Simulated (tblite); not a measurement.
C7H9BO2.
Numbering: `[CH2:1]=[CH:2][B@@H-:3]1[O:4][C:5]([CH:6]=[CH2:7])=[CH:8][CH:9]=[O+:10]1` (hydrogens: H11, H12 on C1; H13 on C2; H14 on B3; H15 on C6; H16, H17 on C7; H18 on C8; H19 on C9)
Bond orders are those of one Lewis drawing.

Computed with GFN2-xTB (tblite), gas phase: L-BFGS steps from a force-field or distance-geometry start until the largest atomic force falls under 0.01 eV/Å.

Step 13: E = -786.3945 eV
```
atom  x, y, z in Å  |  force x, y, z in eV/Å
C1     -2.7355    0.8859   -0.6569    0.005  -0.003  -0.003
C2     -2.4831    0.1885    0.4397    0.055  -0.020   0.009
B3     -1.1581   -0.6745    0.7053    0.061  -0.042  -0.011
O4      0.0954    0.2340    0.6527   -0.022  -0.001   0.020
C5      1.1524   -0.1131    0.0396   -0.025   0.003   0.006
C6      2.3528    0.7134    0.1945    0.011   0.046   0.017
C7      2.3939    1.8009    0.9566   -0.007  -0.002   0.020
C8      1.2174   -1.2421   -0.7928   -0.029   0.002   0.026
C9      0.0493   -1.9546   -1.0002   -0.010  -0.012  -0.016
O10    -1.0474   -1.7508   -0.4122   -0.053   0.015   0.045
H11    -2.0331    0.9380   -1.4764    0.016   0.000   0.023
H12    -3.6523    1.4391   -0.8023    0.006   0.003  -0.005
H13    -3.2436    0.1761    1.2141    0.022   0.042  -0.039
H14    -1.1126   -1.2496    1.7509   -0.042  -0.008   0.017
H15     3.2249    0.3630   -0.3368    0.031   0.007  -0.022
H16     3.2948    2.3769    1.0846   -0.015  -0.003  -0.034
H17     1.5159    2.1388    1.4814   -0.027  -0.018   0.002
H18     2.1215   -1.5031   -1.3092    0.030   0.016  -0.023
H19     0.0377   -2.7574   -1.7399   -0.005  -0.025  -0.032
```

Step 14: E = -786.3952 eV
```
atom  x, y, z in Å  |  force x, y, z in eV/Å
C1     -2.7321    0.8860   -0.6581    0.011  -0.031   0.041
C2     -2.4791    0.1889    0.4395    0.034   0.008  -0.040
B3     -1.1565   -0.6769    0.7058    0.041  -0.015   0.008
O4      0.0958    0.2334    0.6554   -0.028  -0.019   0.016
C5      1.1519   -0.1138    0.0413   -0.044  -0.011   0.005
C6      2.3513    0.7128    0.1956    0.016   0.024  -0.019
C7      2.3922    1.8001    0.9563   -0.007   0.032   0.045
C8      1.2158   -1.2427   -0.7915   -0.015   0.011   0.016
C9      0.0476   -1.9550   -1.0001   -0.004  -0.022  -0.020
O10    -1.0493   -1.7521   -0.4113   -0.016   0.010   0.031
H11    -2.0315    0.9409   -1.4788    0.021  -0.010   0.026
H12    -3.6506    1.4363   -0.8012    0.002   0.017  -0.011
H13    -3.2410    0.1797    1.2122    0.020   0.031  -0.028
H14    -1.1114   -1.2506    1.7523   -0.044  -0.013   0.013
H15     3.2219    0.3648   -0.3382    0.056  -0.006  -0.030
H16     3.2922    2.3768    1.0830    0.001   0.008  -0.032
H17     1.5148    2.1377    1.4812   -0.042  -0.012   0.015
H18     2.1207   -1.4997   -1.3096    0.011   0.006  -0.018
H19     0.0377   -2.7574   -1.7412   -0.014  -0.010  -0.017
```

Step 15: E = -786.3958 eV
```
atom  x, y, z in Å  |  force x, y, z in eV/Å
C1     -2.7289    0.8854   -0.6582   -0.004   0.012  -0.024
C2     -2.4753    0.1893    0.4386    0.021  -0.019   0.015
B3     -1.1546   -0.6794    0.7062    0.006   0.015   0.024
O4      0.0957    0.2327    0.6577   -0.029  -0.027   0.021
C5      1.1509   -0.1142    0.0429   -0.022  -0.023  -0.009
C6      2.3505    0.7123    0.1960    0.005   0.048  -0.008
C7      2.3908    1.8002    0.9568   -0.010  -0.008   0.010
C8      1.2142   -1.2432   -0.7904   -0.008   0.009   0.000
C9      0.0458   -1.9556   -1.0003    0.015  -0.017  -0.016
O10    -1.0511   -1.7531   -0.4102    0.022  -0.003   0.012
H11    -2.0296    0.9429   -1.4802    0.017  -0.018   0.032
H12    -3.6491    1.4342   -0.8003    0.015   0.017  -0.011
H13    -3.2385    0.1833    1.2103    0.026   0.018  -0.021
H14    -1.1120   -1.2514    1.7537   -0.040  -0.018   0.011
H15     3.2208    0.3667   -0.3396    0.059  -0.014  -0.030
H16     3.2902    2.3769    1.0810    0.018   0.026  -0.022
H17     1.5132    2.1363    1.4811   -0.053  -0.004   0.030
H18     2.1202   -1.4965   -1.3100   -0.015  -0.001  -0.009
H19     0.0372   -2.7576   -1.7425   -0.023   0.005  -0.003
```

Step 16: E = -786.3963 eV
```
atom  x, y, z in Å  |  force x, y, z in eV/Å
C1     -2.7271    0.8852   -0.6587    0.006  -0.006   0.005
C2     -2.4724    0.1890    0.4385   -0.005   0.012  -0.020
B3     -1.1533   -0.6809    0.7067   -0.020   0.026   0.035
O4      0.0951    0.2320    0.6592   -0.009  -0.030   0.020
C5      1.1500   -0.1146    0.0437    0.005  -0.012  -0.009
C6      2.3504    0.7129    0.1961   -0.001   0.004  -0.037
C7      2.3898    1.8000    0.9574   -0.010   0.013   0.014
C8      1.2129   -1.2435   -0.7897    0.007   0.006  -0.017
C9      0.0446   -1.9562   -1.0007    0.016  -0.009  -0.004
O10    -1.0520   -1.7538   -0.4093    0.047  -0.018  -0.006
H11    -2.0279    0.9436   -1.4802    0.022  -0.020   0.018
H12    -3.6478    1.4331   -0.7997    0.016   0.020  -0.012
H13    -3.2365    0.1861    1.2086    0.018   0.007  -0.001
H14    -1.1139   -1.2521    1.7548   -0.032  -0.021   0.009
H15     3.2215    0.3682   -0.3408    0.025  -0.005  -0.011
H16     3.2893    2.3774    1.0790    0.009   0.028  -0.013
H17     1.5112    2.1351    1.4816   -0.036  -0.005   0.027
H18     2.1197   -1.4943   -1.3104   -0.034  -0.003  -0.001
H19     0.0364   -2.7579   -1.7436   -0.026   0.014   0.004
```

**Question.** Estimate the geometry and energy of step 17. (The exact step hangs on the optimiser's Hessian estimate; all steps are aligned on step 16, rigid shifts and turns removed.)

**Answer.** E = -786.3967 eV, largest force 0.053 eV/Å
```
atom  x, y, z in Å  |  force x, y, z in eV/Å
C1     -2.7255    0.8848   -0.6588    0.006   0.010  -0.016
C2     -2.4703    0.1889    0.4379   -0.017   0.010  -0.001
B3     -1.1525   -0.6816    0.7077   -0.031   0.022   0.032
O4      0.0944    0.2308    0.6607    0.023  -0.029   0.015
C5      1.1493   -0.1150    0.0441    0.018   0.002  -0.004
C6      2.3504    0.7135    0.1954   -0.008   0.002  -0.025
C7      2.3888    1.8001    0.9582   -0.011  -0.003  -0.010
C8      1.2120   -1.2435   -0.7895    0.016   0.006  -0.024
C9      0.0441   -1.9569   -1.0010    0.011   0.001   0.008
O10    -1.0519   -1.7547   -0.4085    0.047  -0.024  -0.008
H11    -2.0261    0.9437   -1.4797    0.024  -0.019   0.006
H12    -3.6465    1.4327   -0.7995    0.022   0.019  -0.013
H13    -3.2346    0.1883    1.2072    0.010  -0.002   0.014
H14    -1.1163   -1.2531    1.7558   -0.025  -0.021   0.008
H15     3.2228    0.3693   -0.3419   -0.010   0.006   0.005
H16     3.2887    2.3784    1.0772   -0.009   0.025  -0.004
H17     1.5090    2.1341    1.4824   -0.011  -0.010   0.018
H18     2.1188   -1.4927   -1.3107   -0.031  -0.008  -0.004
H19     0.0353   -2.7580   -1.7444   -0.024   0.013   0.003
```

The energy changes by -0.0004 eV. The first-order estimate −F·Δx gives -0.0006 eV and the mean of the old and new forces, exact on a quadratic surface, -0.0004 eV. The step makes an angle of 58° with the force vector and moves no atom by more than 0.003 Å.

The cost below is that of the whole relaxation. The run took 0.89 s wall on an Arm Neoverse V1 with one thread, no GPU, on a shared host.
